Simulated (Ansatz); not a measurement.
`C[CH2][GeH]`, relaxed with RKS PBE-D4/def2-SVP in Ansatz from a rough embedded geometry. The force threshold is 0.03 eV/Å; the program also tests the step.

The species carries charge 0 and has multiplicity 1.

Start:

```xyz
9

C     0.080    0.923   -0.077
C     0.213   -0.354    0.608
Ge   -0.940   -1.653   -0.216
H     0.696    1.695    0.396
H    -0.954    1.361   -0.036
H     0.368    0.878   -1.185
H    -0.096   -0.245    1.682
H     1.216   -0.720    0.566
H    -0.583   -1.885   -1.737
```

```
step  energy (eV)  largest force (eV/Å)  largest move (Å)
   1  -58667.9981                 2.793             0.000
   2  -58668.4560                 1.047             0.200
   3  -58668.5085                 0.372             0.051
   4  -58668.5204                 0.264             0.196
   5  -58668.5207                 0.408             0.161
   6  -58668.5365                 0.173             0.125
   7  -58668.5399                 0.167             0.090
   8  -58668.5423                 0.044             0.021
   9  -58668.5427                 0.008             0.010
```

End:

```xyz
9

C     0.087    0.960   -0.132
C     0.137   -0.377    0.610
Ge   -0.832   -1.983   -0.118
H     0.734    1.729    0.342
H    -0.942    1.375   -0.154
H     0.412    0.848   -1.186
H    -0.110   -0.266    1.689
H     1.183   -0.787    0.607
H    -0.669   -1.499   -1.658
```

Run time 3.1 s (4 threads of an AMD EPYC 9R45 on a shared host); peak host memory 0.15 GiB.
